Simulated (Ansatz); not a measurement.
Cost and result for the atomization energy of `CC(C)[Te]B(O)O` (16 atoms, 15 bonds).

```xyz
16

C    -0.6521    1.3752    0.6219
C     0.2241    0.7696   -0.4531
C     0.3546    1.6580   -1.6736
Te   -0.5341   -1.1689   -1.0883
B     0.0580   -2.2413    0.7092
O    -0.1971   -3.5678    0.8981
O     0.7174   -1.5587    1.6808
H    -0.7120    0.7321    1.4999
H    -0.2353    2.3399    0.9360
H    -1.6655    1.5522    0.2531
H     1.2086    0.5336   -0.0474
H     0.7610    2.6316   -1.3790
H    -0.6171    1.8388   -2.1419
H     1.0189    1.2276   -2.4251
H    -0.6694   -3.9958    0.1823
H     0.9399   -2.1260    2.4271
```

Total charge 0; spin multiplicity 1. Correlated methods include outer-core shells of Te, which these sets cover unevenly. Te takes the def2 core potential. The structure was optimised at the PBE0-D4/def2-TZVP level. It is one conformer, not always the lowest. Program: Ansatz. All runs use 3 threads of an AMD EPYC 7R13 on a shared host and a share of an NVIDIA H100 80 GB. Times are those of one run each, without the atoms' runs, and a repeat can differ threefold. Electronic energies, without spin–orbit coupling; frozen cores. CCSD(T)/CBS adds CCSD(T) − MP2 in def2-TZVPP to the MP2 limit, and its time is that of the two runs behind it. T1 = 0.011. With those shells the extrapolation isn't a true limit. B3LYP takes the VWN-RPA correlation (the form of Gaussian; ORCA's B3LYP/G).

CCSD(T)/CBS is a level of theory with its own doubt, some kJ/mol a heavy atom from the limit and from the frozen cores, so smaller differences don't rank the functionals.

```csv
level,functions,wall time
BHLYP-D4/def2-TZVPP,362,1.9 s
LDA (SPW92)/def2-TZVPP,362,2 s
PBE0-D4/def2-TZVPP,362,2.1 s
r2SCAN-D4/def2-TZVPP (with forces),362,2.3 s
B2PLYP/def2-TZVPP,362,2.4 s
B3LYP-D4/def2-TZVPP (with forces),362,2.5 s
PBE-D4/def2-TZVPP (with forces),362,2.6 s
CCSD(T)/def2-SVP,155,2.8 s
PBE-QIDH/def2-TZVPP,362,2.8 s
ωB97X-V/def2-TZVPP,362,4.5 s
MP2/def2-QZVPP,694,4.5 s
CCSD(T)/def2-TZVPP,362,13 s
CCSD(T)/CBS(def2),–,17 s
```

Task: What atomization energy does each give, and how far from CCSD(T)/CBS? (Estimate.)

Result: Computed: 
```json
{"level": "BHLYP-D4/def2-TZVPP", "atomization (kJ/mol)": "6126.9", "difference from CCSD(T)/CBS": "-210.5", "per bond": "-14.0"}
{"level": "LDA (SPW92)/def2-TZVPP", "atomization (kJ/mol)": "7262.0", "difference from CCSD(T)/CBS": "924.6", "per bond": "61.6"}
{"level": "PBE0-D4/def2-TZVPP", "atomization (kJ/mol)": "6342.6", "difference from CCSD(T)/CBS": "5.2", "per bond": "0.3"}
{"level": "r2SCAN-D4/def2-TZVPP (with forces)", "atomization (kJ/mol)": "6341.3", "difference from CCSD(T)/CBS": "3.9", "per bond": "0.3"}
{"level": "B2PLYP/def2-TZVPP", "atomization (kJ/mol)": "6252.1", "difference from CCSD(T)/CBS": "-85.3", "per bond": "-5.7"}
{"level": "B3LYP-D4/def2-TZVPP (with forces)", "atomization (kJ/mol)": "6312.7", "difference from CCSD(T)/CBS": "-24.7", "per bond": "-1.6"}
{"level": "PBE-D4/def2-TZVPP (with forces)", "atomization (kJ/mol)": "6459.7", "difference from CCSD(T)/CBS": "122.3", "per bond": "8.1"}
{"level": "CCSD(T)/def2-SVP", "atomization (kJ/mol)": "6015.4", "difference from CCSD(T)/CBS": "-322.0", "per bond": "-21.5"}
{"level": "PBE-QIDH/def2-TZVPP", "atomization (kJ/mol)": "6295.5", "difference from CCSD(T)/CBS": "-41.9", "per bond": "-2.8"}
{"level": "ωB97X-V/def2-TZVPP", "atomization (kJ/mol)": "6317.6", "difference from CCSD(T)/CBS": "-19.8", "per bond": "-1.3"}
{"level": "MP2/def2-QZVPP", "atomization (kJ/mol)": "6397.6", "difference from CCSD(T)/CBS": "60.2", "per bond": "4.0"}
{"level": "CCSD(T)/def2-TZVPP", "atomization (kJ/mol)": "6172.9", "difference from CCSD(T)/CBS": "-164.5", "per bond": "-11.0"}
{"level": "CCSD(T)/CBS(def2)", "atomization (kJ/mol)": "6337.4", "difference from CCSD(T)/CBS": "0.0", "per bond": "0.0"}
```

At CCSD(T), def2-SVP lies −322.0 kJ/mol from the extrapolated value and def2-TZVPP −164.6 kJ/mol: correlation converges slowly with the basis, and small sets miss more of it in the bonded molecule than in its fragments. Leaving LDA and LC-ωPBE aside and taking each functional with its dispersion term where it has one, the values spread over 332.8 kJ/mol, from BHLYP-D4 to PBE-D4. LDA lies +842.2 kJ/mol from PBE without D4, its usual overbinding. In def2-TZVPP, CCSD(T) changes the Hartree–Fock value by +1555.1 kJ/mol (the triples alone add +99.1 kJ/mol) and MP2 by +1683.3 kJ/mol; breaking electron pairs costs correlation energy, which Hartree–Fock lacks.

Spin–orbit coupling would lower the free Te atoms strongly, and the atomization energy with them, by more than many differences here.
